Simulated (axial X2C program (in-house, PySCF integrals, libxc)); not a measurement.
**Potential curves of Be₂⁻, two-component**

All values were computed with an in-house relativistic program for diatomic molecules. Two-component (2c) means X2C with spin–orbit coupling and atomic mean-field two-electron Coulomb and Gaunt terms. Basis: Be dyall-av3z [9s9p4d2f] (cores contracted in-house); Gaussian nuclei, density fitting, unrestricted open shells. Masses: Be 9.012 u.

State: Ω = 1/2 (⟨Sz⟩ = -0.50, ⟨Lz⟩ = 1.00 at B3LYP). Energies in kJ/mol from the lowest point of each curve. Fits are polynomials in 1 − R0/R over 0.85 to 1.23 times the lowest point R0.

```tsv
R (Å)	B3LYP	HF	PBE0	CCSD(T)
1.9540	16.89	35.65	18.65	
2.0439	6.69	21.49	7.67	7.07
2.1112	2.44	14.14	2.98	2.58
2.1786	0.38	8.90	0.59	0.41
2.2460	0.00	5.27	0.00	0.00
2.3246	1.13	2.57	1.02	1.17
2.4032	3.46	1.03	3.37	3.59
2.5043	7.55	0.15	7.70	7.84
2.6278	13.38	0.00	14.10	
2.8075	22.09	0.40	24.07
```

Correlated methods: 5 electrons correlated (number of frozen shells: Be 1 s), 219 virtual spin orbitals or spinors in MP2, 90 natural virtuals in coupled cluster.

The state is a single determinant with fixed occupations, the lowest that a limited PBE0 search found. Density functionals use the spin component along the axis (collinear). Coupled cluster ran in a truncated set of natural virtual spinors; the MP2 energy of the rest was added. (T) has no such correction and the atoms are truncated less, which lowers De at CCSD(T) by a hundredth of an eV or more. PBE0 can misorder states that lie within some tenths of an eV, so this need not be the ground state of the molecule. The nearest other 2c determinant of the search, Ω = 3/2, lies 0.00 eV up at the distance of the search. Without a current term, density functionals place determinants with orbital angular momentum somewhat too high. The highest occupied level of some functionals is positive through self-interaction error; at Hartree–Fock it is bound. Coupled cluster ran on the points near the minimum only. MP2 and coupled cluster on one determinant become unreliable at the stretched end.

Question: What are Re and ωe at the B3LYP level?

Answer: At B3LYP, 2c: Re = 2.230 Å, ωe ≈ 431 cm⁻¹; Be follows as 0.753 cm⁻¹.

Question: What are Re and ωe at the HF level?

Answer: At HF, 2c: Re = 2.590 Å, ωe ≈ 150 cm⁻¹; Be follows as 0.558 cm⁻¹.

Question: What are Re and ωe at the PBE0 level?

Answer: At PBE0, 2c: Re = 2.238 Å, ωe ≈ 441 cm⁻¹; Be follows as 0.747 cm⁻¹.

Question: Fit the CCSD(T) curve near its minimum: give the equilibrium distance and the harmonic wavenumber.

Answer: At CCSD(T), 2c: Re = 2.230 Å, ωe ≈ 441 cm⁻¹; Be follows as 0.752 cm⁻¹.
